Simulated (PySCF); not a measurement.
Species: (E)-1,2,3,3,3-pentafluoropropene, C3HF5.
Geometry (PBE0-D3(BJ)/def2-SVP, Å), atoms numbered from 1 in this order:
```
atom  x, y, z in Å
F1     1.826   -1.093   -0.288
C2     1.435    0.131   -0.001
C3     0.158    0.496    0.108
F4    -0.131    1.762    0.393
C5    -1.072   -0.351   -0.060
F6    -1.863   -0.223    1.004
F7    -0.767   -1.633   -0.207
F8    -1.772    0.039   -1.126
H9     2.243    0.855    0.145
```

The closed-shell ground state was solved at several levels (PySCF, density fitting, gas phase, non-relativistic).

```
            level  basis functions  total energy (Eh)  HOMO (eV)  LUMO (eV)  gap (eV)  dipole (D)
   B97-2/pcSseg-2              302          -614.1612      -8.03      -0.84      7.19        1.97
wB97X-D/def2-SVPD              183          -613.4847     -10.30       0.94     11.24        2.03
      B3LYP/pcJ-1              226          -614.0931      -8.04      -0.95      7.09        1.95
```

(1) What might PBE0/pcSseg-1 (141 basis functions) give for the same quantities?

(2) Over all these levels, which gives the widest orbital gap and which the narrowest?

(3) How far do the dipole and the HOMO energy spread over the levels?

## Answers

(1) Total energy -613.4435 Eh, HOMO -8.27 eV, LUMO -0.69 eV, gap 7.58 eV, dipole 1.95 D.

(2) wB97X-D/def2-SVPD (range-separated hybrid) has the widest, 11.24 eV, and B3LYP/pcJ-1 (global hybrid, 20 % exact exchange) the narrowest, 7.09 eV. Functional and basis both differ between the two, so the spread mixes both effects.

(3) The dipole runs from 1.95 to 2.03 D (mean 1.97 D) and the HOMO from -10.30 to -8.03 eV.

The pairwise dispersion term of wB97X-D wasn't added to the energies; at a given geometry it leaves orbitals and properties as they are.
